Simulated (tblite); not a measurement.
Task: What does the GFN2-xTB structure of `[H]/[C]=N/[Si@@H](F)[SiH2]C` [radical] look like in three dimensions? (Doublet state.)

Result: 
```xyz
13
C2H7FNSi2 angstrom
C      2.7633    0.9077   -0.6596
N      1.9772    0.3337    0.0755
Si     1.0598   -1.0808    0.4105
F      1.0579   -1.0284    2.0291
Si    -1.0717   -0.7737   -0.4061
C     -1.7865    0.9150    0.0952
H      3.0606    1.9428   -0.5576
H      1.7857   -2.3245    0.1729
H     -1.9718   -1.8236    0.0958
H     -1.0823   -0.8658   -1.8749
H     -1.7933    1.0321    1.1757
H     -2.8075    1.0376   -0.2561
H     -1.1958    1.7285   -0.3182
```

Orientation and origin are arbitrary. Atoms count from 1 in this order. Si3 (silicon bonded to F, N, Si and H) is distorted tetrahedral (angles from 99.7° to 121.1°). Si5 (silicon bonded to C, Si and 2 H) is tetrahedral (angles from 106.9° to 111.9°). C1 (carbon bonded to N and H) is bent (angle 124.8°).

Bonds between heavy atoms (Å): C1=N2 1.220, N2–Si3 1.719, Si3–F4 1.619, Si3–Si5 2.303, Si5–C6 1.901.

Structure optimised with GFN2-xTB, isolated species. This method treats the open shell by occupation alone, without spin polarisation.

Point group: C1 (no symmetry element, even within 0.4 Å). Its lowest GFN2-xTB frequency is 12i cm⁻¹, too small to tell a flat minimum from a shallow saddle. Torsions: C1–N2–Si3–F4 149°, N2–Si3–Si5–C6 -47°. 3 starts were optimised and ended at 0.00, 0.14 and 0.20 kcal/mol (GFN2-xTB); the lowest of these is shown.

Time: 0.52 s. Hardware: one thread, Arm Neoverse V1 (aarch64), shared host with 32 logical CPUs at a one-minute load of 31. These figures are those of the optimisation.

One conformer stands for the species.

These are computed values.
